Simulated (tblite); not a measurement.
Parent: `[SiH3:1][NH:2][SiH:3]1[CH:4]=[CH:5][CH:6]=[CH:7]1` with Si1–N2–Si3–C4 -172°, C4H9NSi2.

Structures optimised with GFN2-xTB, isolated species. One conformer each, not checked by frequencies here.

```csv
coordinate of the parent,value
Si1–N2,1.732 Å
N2–Si3,1.732 Å
Si3–C4,1.887 Å
C4=C5,1.336 Å
C5–C6,1.458 Å
C6=C7,1.337 Å
Si3–C7,1.891 Å
Si1–N2–Si3,127.8°
N2–Si3–C4,112.5°
N2–Si3–C7,117.8°
C4–Si3–C7,89.0°
Si3–C4–C5,109.1°
C4–C5–C6,116.5°
C5–C6–C7,116.4°
Si3–C7–C6,109.0°
```

Question: How does the shared frame change in `[SiH3:1][NH:2][Si@@H:3]1[CH:4]=[CH:5][C:6]([O:7][SiH3:8])=[CH:9]1` with Si1–N2–Si3–C4 -87°, C5–C6–O7–Si8 180°, C4H11NOSi3? Atoms pair as Si1 = Si1, N2 = N2, Si3 = Si3, C4 = C9, C5 = C6, C6 = C5, C7 = C4 (parent first).

Answer: 
```
    parent    relative  value in the relative  change
    Si1–N2      Si1–N2                1.732 Å   0.000
    N2–Si3      N2–Si3                1.730 Å  -0.002
    Si3–C4      Si3–C9                1.873 Å  -0.014
     C4=C5       C9=C6                1.340 Å  +0.004
     C5–C6       C6–C5                1.465 Å  +0.007
     C6=C7       C5=C4                1.334 Å  -0.003
    Si3–C7      Si3–C4                1.893 Å  +0.002
Si1–N2–Si3  Si1–N2–Si3                 128.0°    +0.2
 N2–Si3–C4   N2–Si3–C9                 112.7°    +0.2
 N2–Si3–C7   N2–Si3–C4                 117.5°    -0.3
 C4–Si3–C7   C9–Si3–C4                  89.6°    +0.6
 Si3–C4–C5   Si3–C9–C6                 108.8°    -0.3
  C4–C5–C6    C9–C6–C5                 116.7°    +0.2
  C5–C6–C7    C6–C5–C4                 116.1°    -0.3
 Si3–C7–C6   Si3–C4–C5                 108.8°    -0.2
```

Of the parent's bonds, Si3–C4 changes most (-0.014 Å). Bonds of the relative outside the shared frame: C6–O7 1.347, O7–Si8 1.624 Å. Point group C1 → C1.

All values are computed, not measured.
